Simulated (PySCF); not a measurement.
Compound: C8H8O2.
Z-matrix (Å and degrees, PBE0-D3(BJ)/def2-SVP geometry), rows numbered from 1:
```
O 
C   1  1.2064
O   2  1.3421  1  121.92
C   2  1.4904  1  125.19  3   179.89
C   4  1.3722  2  115.36  1     7.78
C   5  1.4347  4  125.92  2   172.71
C   6  1.3537  5  124.95  4    31.66
C   7  1.4975  6  121.56  5     8.48
C   8  1.4998  7  106.62  6   -68.44
C   9  1.3497  8  121.87  7    68.68
H   3  0.9690  2  105.99  1    -0.14
H   5  1.0947  4  115.37  2     1.05
H   6  1.0950  5  116.46  4  -147.76
H   7  1.0948  6  119.31  5  -172.81
H   8  1.0976  7  111.46  6   169.72
H   8  1.1053  7  109.61  6    50.17
H   9  1.0944  8  118.90  7  -111.86
H  10  1.0929  4  116.36  2   -25.53
```

All values: B3LYP/def2-SVPD (PySCF, non-relativistic), on one gas-phase PBE0-D3(BJ)/def2-SVP geometry that isn't relaxed in the solvent. The solvent is an IEF-PCM continuum (Bondi radii, 1.10 Å for H, scaled by 1.2). The model holds no explicit solvent molecules, cavitation or dispersion.

Gas phase at B3LYP/def2-SVPD: HOMO -6.62 eV, LUMO -2.10 eV, dipole 2.44 D.

Q: What does the continuum do to the energy, the frontier levels and the dipole at B3LYP/def2-SVPD in acetone and acetonitrile?

A: 
```
     solvent      ε  E(solvent) − E(gas) (kJ/mol)  polarisation term (kJ/mol)  distortion of the solute (kJ/mol)  HOMO (eV)  LUMO (eV)  dipole (D)
     acetone  20.49                        -28.87                      -32.94                               4.07      -6.55      -2.07        3.32
acetonitrile  35.69                        -29.89                      -34.27                               4.38      -6.55      -2.07        3.36
```

Polarisation term: ½ Σ q·V over the induced surface charges. Distortion: the rise of the solute's own energy as its density leaves the gas-phase optimum. From acetone to acetonitrile the lowering changes by a factor 1.04, Onsager's factor (ε − 1)/(2ε + 1) by 1.03 and ε itself by 1.7.

Q: Which radius a makes the point-dipole formula ΔE = −[(ε − 1)/(2ε + 1)]·μ²/a³ give the value in acetonitrile, with the gas-phase dipole?

A: μ = 0.961 au and |ΔE| = 0.01138 Eh give a = 1.79 Å; the farthest nucleus lies 4.06 Å from the centroid of the nuclei, so such a sphere wouldn't even hold the nuclei. The formula assumes a rigid point dipole at the centre of a sphere.

Q: How does the static polarisability (B3LYP/def2-SVPD, frozen core, with the continuum's full static response) change?

A: 
| medium | isotropic (au) | principal values (au) | ⟨r²⟩ of the electrons (bohr²) |
| --- | --- | --- | --- |
| gas | 104.3 | 66.6, 107.9, 138.5 | 1478.1 |
| acetone | 146.3 | 92.4, 154.6, 191.8 | 1476.4 |
| acetonitrile | 148.2 | 93.9, 156.7, 193.9 | 1476.4 |

The isotropic value in acetonitrile is 1.42 times the gas-phase one; no cavity-field correction is applied. ⟨r²⟩ is taken about the centre of nuclear charge.

Cost: about 70 s of CPU time on one thread; the machine was shared, so the figure is rough. This is the whole response run at B3LYP/def2-SVPD in acetonitrile, SCF included.
